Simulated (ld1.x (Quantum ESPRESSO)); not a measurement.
**Varying the TM potential for Ho**

Base potential:

```
Element                 : holmium
Generator               : ld1.x (Quantum ESPRESSO) 7.5
Type                    : norm-conserving Troullier–Martins (Kleinman–Bylander form)
Functional              : PBE
Relativity              : fully relativistic
Frozen core             : [Xe] 4f10
Valence charge          : 3
Reference configuration : 5d1 6s1 6p1
Partial waves           : 6s (bound): rc 2.40 bohr; 5d (bound): rc 3.35 bohr; 6p (bound): rc 3.15 bohr
Local potential         : the p channel
Core correction         : a·sin(br)/r model core inside 2.50 bohr
```

Open shells are filled in proportion to 2j + 1 (rel_dist='average').

Cutoffs, loose and tight: the cutoffs (Ry, on a coarse ladder) from which the occupation-weighted sum of valence levels, in a spherical-Bessel basis at the reference potential, stays within 10 and 1 mRy of its value at 400 Ry. They do not see the model core or the augmentation charge, which bear on the density cutoff. Test errors are all-electron minus pseudo excitation energies from the reference, over the configurations 5d1 6s2 6p0; 5d1 6s1 6p0; 5d1 6s0 6p0; 5d1 6s1.5 6p0; 5d1 6s0 6p1; 5d2 6s0 6p0; 5d2 6s1 6p0. A dash means not determined; rows that change the core or the reference have their own tests.

A true bound ghost makes a file unfit for plane-wave use even where its test errors are small: the radial tests pick states by their node count and pass the ghost by. Where a test does run into it, the solver fails or the error is huge.

```tsv
change	outcome	cutoff, loose	cutoff, tight	bound ghosts	largest test error (meV)
base	generated, misses its reference levels by 0.23 eV	15 Ry	25 Ry	s	-47
all radii but the core radius scaled by about 0.87 (s 2.08, p 2.74, d 2.90 bohr)	generated, misses its reference levels by 0.25 eV	35 Ry	55 Ry	s	+111
wave 6p (bound): rc 3.15 bohr becomes 6p (bound): rc 4.84 bohr	generated, misses its reference levels by 0.21 eV	15 Ry	25 Ry	none	-39
reference 5d1 6s0 6p0	generated	15 Ry	18 Ry	s	+98 over the solved tests; 3 of 7 tests not solved or not reliable
scalar-relativistic	generated	15 Ry	25 Ry	s	-64
wave 6s (bound): rc 2.40 bohr becomes 6s (bound): rc 1.44 bohr	failed: the pseudo-atom did not reach self-consistency	–	–	–	–
```

What comes out with this change to the base: functional Wu–Cohen?

outcome: generated, misses its reference levels by 0.24 eV; cutoff, loose: 15 Ry; cutoff, tight: 25 Ry; bound ghosts: s; largest test error (meV): -50.

What comes out with this change to the base: wave 5d (bound): rc 3.35 bohr becomes 5d (bound): rc 2.64 bohr?

outcome: generated, misses its reference levels by 0.23 eV; cutoff, loose: 18 Ry; cutoff, tight: 25 Ry; bound ghosts: s; largest test error (meV): -57.
